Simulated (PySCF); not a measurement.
Orbital levels and atomic charges

System: C20H24O2 (nanocrystal C surface).

Cartesian coordinates (Å):
```
  1 C    -1.965   -1.318    1.318
  2 C    -1.999    0.483   -0.484
  3 C    -0.245   -1.287   -0.482
  4 C    -0.148   -1.291    3.045
  5 C    -0.147   -3.044    1.293
  6 C     1.565   -1.184    1.185
  7 C     0.680   -2.144    0.380
  8 C    -1.040   -2.181    2.182
  9 C     0.734    3.099   -1.349
 10 C    -0.233    2.269   -0.506
 11 C     1.492    0.479   -0.479
 12 C    -0.232    0.505   -2.269
 13 C     1.627    2.132   -2.133
 14 C     0.734    1.348   -3.099
 15 C     0.608   -0.401   -1.376
 16 C    -1.123    1.374   -1.375
 17 C    -0.246    0.483    1.287
 18 C     0.608    1.376    0.400
 19 C     0.679   -0.379    2.145
 20 C    -1.131   -0.410    0.410
 21 O     2.320   -0.330    0.331
 22 O     2.354    1.269   -1.269
 23 H    -2.608   -1.960    0.710
 24 H    -2.608   -0.710    1.959
 25 H    -2.642   -0.140   -1.110
 26 H    -2.642    1.110    0.139
 27 H    -0.882   -1.932   -1.103
 28 H     0.510   -1.907    3.661
 29 H    -0.759   -0.679    3.712
 30 H     0.511   -3.660    1.909
 31 H    -0.758   -3.712    0.681
 32 H     2.326   -1.741    1.742
 33 H     1.322   -2.752   -0.268
 34 H    -1.647   -2.826    2.827
 35 H     1.346    3.727   -0.700
 36 H     0.196    3.743   -2.048
 37 H    -0.862    2.929    0.104
 38 H    -0.861   -0.106   -2.929
 39 H     2.405    2.677   -2.677
 40 H     0.197    2.046   -3.744
 41 H     1.346    0.699   -3.728
 42 H     1.273   -1.019   -1.991
 43 H    -1.768    2.001   -2.002
 44 H    -0.883    1.104    1.931
 45 H     1.273    1.991    1.018
 46 H     1.321    0.269    2.752
```

Method: wB97X-D/6-31G*, gas phase, PySCF, fitting set def2-universal-JFIT up to Ne and JKFIT beyond, grid level 1.

Question: Give the orbital energies near the gap.

Answer: 
```
orbital     eV
 HOMO-4  -9.81
 HOMO-3  -9.17
 HOMO-2  -9.07
 HOMO-1  -9.04
   HOMO  -8.06
   LUMO   3.92
 LUMO+1   4.32
 LUMO+2   4.88
 LUMO+3   4.95
```

Question: Give the partial charges of the non-hydrogen atoms.

Answer: 
```tsv
atom	Mulliken	IAO	Hirshfeld
C1	-0.30	-0.25	-0.06
C2	-0.31	-0.25	-0.06
C3	-0.16	-0.11	-0.03
C4	-0.31	-0.25	-0.06
C5	-0.31	-0.25	-0.06
C6	0.10	0.08	0.05
C7	-0.14	-0.12	-0.03
C8	-0.14	-0.10	-0.02
C9	-0.32	-0.27	-0.07
C10	-0.15	-0.11	-0.02
C11	0.58	0.40	0.14
C12	-0.15	-0.11	-0.02
C13	0.09	0.09	0.05
C14	-0.32	-0.27	-0.07
C15	-0.17	-0.14	-0.04
C16	-0.13	-0.11	-0.02
C17	-0.16	-0.11	-0.03
C18	-0.17	-0.14	-0.04
C19	-0.14	-0.12	-0.03
C20	0.04	0.03	0.01
O21	-0.53	-0.41	-0.17
O22	-0.53	-0.41	-0.17
```
